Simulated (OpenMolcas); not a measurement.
F5+: effect of the level shift or regulariser

```
Program             : OpenMolcas 26.06
Basis               : ANO-RCC [8s7p4d3f2g]
Scalar Hamiltonian  : DKH2, point nucleus
Active space        : 2 electrons in 8 orbitals (2s 2p 3s 3p)
State averaging     : 2S+1 = 3 even, 3 roots; 2S+1 = 1 even, 6 roots; 2S+1 = 3 odd, 3 roots; 2S+1 = 1 odd, 3 roots
Spin-orbit coupling : state interaction with AMFI integrals over the reference wave functions, term energies averaged over their components
```

Methods on the same reference wave functions:
A. CASSCF
B. SS-CASPT2, IPEA 0.25 Eh, imaginary shift 0.1 Eh (closed shells correlated: 1s)
C. SS-CASPT2, IPEA 0.25 Eh, real shift 0.2 Eh (closed shells correlated: 1s)

Energies in cm-1 above 2s2 1S0, the measured ground level; measured values from Moore, Atomic Energy Levels, vol. I, NSRDS-NBS 35 (1971 reprint of NBS Circular 467, 1949).

```csv
Level,A,B,C,Measured
2s2 1S0,0.0,0.0,0.0,0.0
2s 2p 3P* 0,97537,96700,96700,
2s 2p 3P* 1,97815,96980,96980,96861
2s 2p 3P* 2,98376,97540,97540,97437
2s 2p 1P* 1,198326,188010,188020,
2p2 3P0,253687,251680,251680,
2p2 3P1,253965,251950,251950,251635
2p2 3P2,254515,252500,252500,252145
```

Deviations, from unrounded energies. A percentage is the sum of absolute deviations over the sum of measured energies, with the sign that they share, or ± where signs differ.

```
           Against measurement  Levels     A     B     C
mean absolute deviation (cm-1)       4  1600   230   230
      other configurations (%)       4  +0.9  +0.1  +0.1
```

B, C lie about equally close to measurement and A furthest from it. The largest miss of B in the table is 2p2 3P2, by +360 cm-1. The ranking rests on the paired levels alone, and a cruder setting can come out closer through cancelling errors.

Between B and C the level of the table that moves most is 2s 2p 1P* 1, by 9.6 cm-1 (lowest in B, highest in C). Moves below CASPT2's spread within the term are not significant.

The lowest spin-free term lies below A's lowest term by 0.039 hartree in B, 0.039 hartree in C.

Active for correlation alone: 3p 3s; no level in the range computed is led by a configuration that fills them, so any true level of that kind is missing. Measured partners are found by configuration, term and J. A level has none where our copy of the source lacks it or the pairing is in doubt (some pairs that miss far off the trend of their configuration count as doubtful), and it then counts in no deviation. Levels of configurations outside the active space are missing. The table leaves out levels that lie high or whose names do not pair safely across all columns.

* marks odd parity.
